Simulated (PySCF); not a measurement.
# Reading the logs of faulty runs: H7Si3

These are calculations, not measurements. The program is PySCF 2.14.0, an open-source quantum chemistry code, run on an isolated molecule that a program drew, which may never have been made. The molecule is H7Si3 (charge 0, doublet), drawn as the SMILES string `[SiH3][SiH][SiH3]`.

Each row is a Hartree-Fock (HF) and frozen-core CCSD(T) single point in the cc-pV(D+d)Z basis, meant for a local HF minimum. Run 1 is clean. Each other run has one planted mistake out of seven kinds, and not every kind appears here: one electron removed, one electron added, multiplicity raised by two, geometry at a saddle point, minimal basis STO-3G, one bond length entered in bohr, all coordinates scaled. The reference is restricted for singlets and unrestricted otherwise, and also for a bond in bohr. Adding or removing an electron swaps singlet and doublet. Electrons count all cores. HOMO and LUMO are orbital energies over both spins, the gradient is its largest component, and the lowest frequency (negative if imaginary) is given only where the gradient is small. Bond lengths are over the 9 bonds as drawn. T1 is the CCSD diagnostic: over 0.02 (restricted) or 0.045 (unrestricted) a single reference is doubtful.

Geometry of the clean run:
```xyz
10
H7Si3, angstrom
Si    1.9141   -1.2733   -0.4896
Si    2.7484    0.8616    0.0695
Si    1.2117    2.4237    0.9442
H     3.0390   -2.1736   -0.8352
H     0.9813   -1.2167   -1.6418
H     1.1890   -1.8297    0.6772
H     3.5662    1.4420   -1.0273
H     0.5014    1.8115    2.0920
H     0.2075    2.8361   -0.0667
H     1.9368    3.6291    1.4101
```

| run | electrons | basis functions | <S^2> | HOMO (eV) | LUMO (eV) | gradient (hartree/bohr) | lowest frequency (cm^-1) | mean bond (Å) | longest bond (Å) | T1 | HF (hartree) | CCSD(T) (hartree) | mistake |
|---|---|---|---|---|---|---|---|---|---|---|---|---|---|
| 1 | 49 | 104 | 0.760 | -8.64 | 0.84 | 1.2e-05 | 76 | 1.6777 | 2.359 | 0.0139 | -870.84258 | -871.21223 | no fault |
| 2 | 49 | 34 | 0.756 | -5.75 | 6.44 | 2.5e-02 | - | 1.6777 | 2.359 | 0.0044 | -860.84544 | -861.00733 | minimal basis STO-3G |
| 3 | 48 | 104 | 0.000 | -16.23 | -6.58 | 4.1e-02 | - | 1.6777 | 2.359 | 0.0164 | -870.56311 | -870.92295 | one electron removed |
| 4 | 49 | 104 | 3.765 | -4.03 | -2.32 | 3.6e-02 | - | 1.6777 | 2.359 | 0.0210 | -870.62017 | -870.99107 | multiplicity raised by two |
| 5 | 49 | 104 | 1.583 | -8.69 | 0.77 | 8.7e-03 | - | 1.8243 | 2.801 | 0.0491 | -870.73193 | -871.09181 | ? |
| 6 | 50 | 104 | 0.000 | -1.12 | 8.00 | 3.6e-02 | - | 1.6777 | 2.359 | 0.0130 | -870.84514 | -871.24747 | ? |

**Which mistake was planted in run 5, and what did it cost?**

The mean bond changes by a factor of 1.087 and the longest by 1.187, so the molecule wasn't scaled as a whole. A length L in bohr read as angstrom grows by (1/0.5292 - 1) L = 0.890 L. The 9 bonds together grew by 9 x 0.1466 = 1.319 Å, which gives L = 1.483 Å. That is the length of one of the H-Si bonds, 1.482 Å in the clean geometry. So the mistake is: one bond length entered in bohr. Subtracting run 1 and multiplying by 627.51 kcal/mol a hartree, the energy moved by 69.4 kcal/mol in HF and 75.6 kcal/mol in CCSD(T).

**Which mistake was planted in run 6, and what did it cost?**

It counts 50 electrons, one more than the clean run, at the same geometry and basis. So the mistake is: one electron added. Subtracting run 1 and multiplying by 627.51 kcal/mol a hartree, the energy moved by -1.6 kcal/mol in HF and -22.1 kcal/mol in CCSD(T).

Cautions from the logs. Run 5: T1 is over the limit, so its CCSD(T) energy is less reliable.
